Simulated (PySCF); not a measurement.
SMILES O[SiH2]c1ccccc1, singlet (GFN2-xTB optimised geometry):

```
16

Si    -2.610    -0.269     0.000
O     -3.206    -0.852     1.398
C     -0.720    -0.269     0.000
C      0.005    -0.401     1.181
C      1.388    -0.383     1.184
C      2.079    -0.229    -0.006
C      1.377    -0.091    -1.192
C     -0.005    -0.111    -1.184
H     -3.068    -1.081    -1.132
H     -3.159     1.081     0.000
H     -2.967    -1.714     1.726
H     -0.526    -0.516     2.117
H      1.929    -0.488     2.114
H      3.159    -0.215    -0.009
H      1.911     0.031    -2.124
H     -0.546    -0.004    -2.114
```

Level of theory: PBE0/def2-TZVP (PySCF).

**Question.** What are the frontier orbital energies and the dipole moment?

**Answer.** HOMO-2 -8.42 eV, HOMO-1 -7.45 eV, HOMO -7.40 eV, LUMO -0.66 eV, LUMO+1 -0.34 eV; dipole moment 1.76 D.

On the same geometry PBE/def2-TZVP (PySCF) gives HOMO-2 -6.99 eV, HOMO-1 -6.46 eV, HOMO -6.41 eV, LUMO -1.53 eV, LUMO+1 -1.26 eV; dipole moment 1.71 D.

Meta-Löwdin charges at PBE0/def2-TZVP: Si1 0.88, O2 -0.76, C3 -0.25, C4 -0.11, C5 -0.12, C6 -0.11, C7 -0.12, C8 -0.11, H9 -0.13, H10 -0.11, H11 0.35, H12 0.12, H13 0.12, H14 0.12, H15 0.12, H16 0.12.
